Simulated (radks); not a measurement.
The iodine anion I-, [Xe], held by a Watson sphere: a shell of charge +1 at radius R that stands for the Madelung well of a crystal (potential energy -1/R inside, -1/r outside, in hartree with lengths in bohr). All-electron calculation, scalar-relativistic Kohn-Sham, LDA (Slater exchange, Perdew-Wang correlation), spin-polarised, spherical densities, point nucleus. Program: a radial shooting solver on a logarithmic mesh with Libxc functionals. Response by self-consistent Sternheimer equations with the Hartree and adiabatic LDA kernel, the relativistic mass of each level held fixed and spin-orbit coupling left out. The sphere does not respond.

R (bohr),e(4d) (eV),e(5s) (eV),e(5p) (eV),<r> 5p (bohr),sum of <r^2> (bohr^2),X-ray form factor at sin(theta)/lambda = 0.2 1/angstrom,alpha (bohr^3)
2.42,-49.766,-18.061,-7.831,2.466,68.45,42.422,35.53
3.08,-49.128,-17.192,-7.199,2.544,71.54,42.342,42.01
3.34,-48.906,-16.882,-6.928,2.569,72.58,42.327,44.82
4.12,-48.245,-16.046,-6.134,2.625,75.06,42.310,53.24
4.19,-48.186,-15.978,-6.066,2.629,75.23,42.310,53.97
